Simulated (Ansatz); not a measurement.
Two isomers of AsH7SSi2: A = `[SiH3]S[AsH][SiH3]`, B = `[SiH3][SiH](S)[AsH2]`.

Calculated with Ansatz (gas phase, PBE0-D4/def2-TZVP geometries, no zero-point term in ΔE). CCSD(T)/CBS adds triple-zeta CCSD(T) − MP2 to the extrapolated MP2 energy (def2 sets, frozen cores). DFT in def2-TZVPP. B3LYP here is the variant with VWN-RPA as its local correlation; programs differ in this. For As outer-core shells are correlated without core-valence functions, which leaves a few kJ/mol of doubt a bond. Scalar relativity is left out up to krypton. Each species was taken in one conformer, which may not be the lowest.

Q: Which is lower in electronic energy at CCSD(T)/CBS, and by how much? (An estimate is asked.)

A: Ansatz gave: A, by 2.4 kcal/mol.

Q: Give E(B) − E(A) in kcal/mol with r2SCAN-D4, ωB97M-V, B3LYP-D4, B2PLYP, HF/def2-TZVPP, MP2/def2-TZVPP, CCSD(T)/def2-TZVPP. (Estimate.)

A: Computed: r2SCAN-D4 1.3, ωB97M-V 3.1, B3LYP-D4 2.8, B2PLYP 3.4, HF/def2-TZVPP 5.0, MP2/def2-TZVPP 3.9, CCSD(T)/def2-TZVPP 2.1. None reverses the order clearly.

Largest T1 diagnostic: 0.012.

In def2-TZVPP, CCSD(T) changes the Hartree–Fock value by −2.9 kcal/mol (the triples alone add +0.0 kcal/mol) and MP2 by −1.1 kcal/mol.
